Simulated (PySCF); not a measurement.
Which determinant of SrMg lies lowest?

Unrestricted PBE0; basis Sr def2-SVP with ECP28, Mg def2-SVP; scalar-relativistic core potentials; PySCF 2.14. Outer shells of the fragments: Sr 5s2; Mg 3s2.

Followed along the bond (rough minima from three points):

```
2Ms+1  unpaired  ⟨S²⟩ at the start  R at minimum (Å)  Te (eV)
    1      none               0.00              4.12     0.00
    3  σ ↑, π ↑               2.01              3.27     0.93
    1  σ ↑, π ↓               1.04              3.25     1.00
    3      σ ↑↑               2.01              3.61     1.15
    3  σ ↑, δ ↑               2.02              3.79     1.73
```

Solutions found at the starting distance of 3.065 Å, counted from the lowest of them; the search is not exhaustive and high or unbound solutions are not listed, so other states can lie among these:

```json
{"2Ms+1": "1", "unpaired": "none", "term": "¹Σ⁺", "E (eV)": "0.00", "⟨S²⟩": "0.00", "⟨Lz²⟩": "0.00", "μ (D)": "0.42"}
{"2Ms+1": "3", "unpaired": "σ ↑, π ↑", "term": "³Π", "E (eV)": "0.42", "⟨S²⟩": "2.01", "⟨Lz²⟩": "1.01", "μ (D)": "-2.65"}
{"2Ms+1": "1", "unpaired": "σ ↑, π ↓", "term": "mixed", "E (eV)": "0.48", "⟨S²⟩": "1.04", "⟨Lz²⟩": "1.03", "μ (D)": "-2.19"}
{"2Ms+1": "3", "unpaired": "σ ↑↑", "term": "³Σ⁺", "E (eV)": "0.90", "⟨S²⟩": "2.01", "⟨Lz²⟩": "0.00", "μ (D)": "-4.47"}
{"2Ms+1": "3", "unpaired": "σ ↑, δ ↑", "term": "³Δ", "E (eV)": "1.49", "⟨S²⟩": "2.02", "⟨Lz²⟩": "4.00", "μ (D)": "-0.10"}
{"2Ms+1": "1", "unpaired": "π ↑↓", "term": "mixed", "E (eV)": "1.72", "⟨S²⟩": "1.02", "⟨Lz²⟩": "2.04", "μ (D)": "-7.63"}
{"2Ms+1": "1", "unpaired": "σ ↑, δ ↓", "term": "mixed", "E (eV)": "1.73", "⟨S²⟩": "1.01", "⟨Lz²⟩": "4.00", "μ (D)": "-0.63"}
{"2Ms+1": "1", "unpaired": "none", "term": "mixed", "E (eV)": "2.21", "⟨S²⟩": "0.00", "⟨Lz²⟩": "2.00", "μ (D)": "-7.62"}
```

A term symbol is given only where ⟨S²⟩ and ⟨Lz²⟩ are close to those of a pure state; real π, δ and φ orbitals otherwise mix terms. A positive dipole means Sr(−)Mg(+).

Question: Compare the gap between the two lowest followed solutions at the starting distance with the gap between their minima.

Answer: At PBE0 the second solution (triplet, unpaired electrons σ ↑, π ↑) lies +0.42 eV from the first (singlet, closed shell) at 3.065 Å and +0.93 eV at the minima; the two curves relax by different amounts, since their minima lie near 3.27 and 4.12 Å.
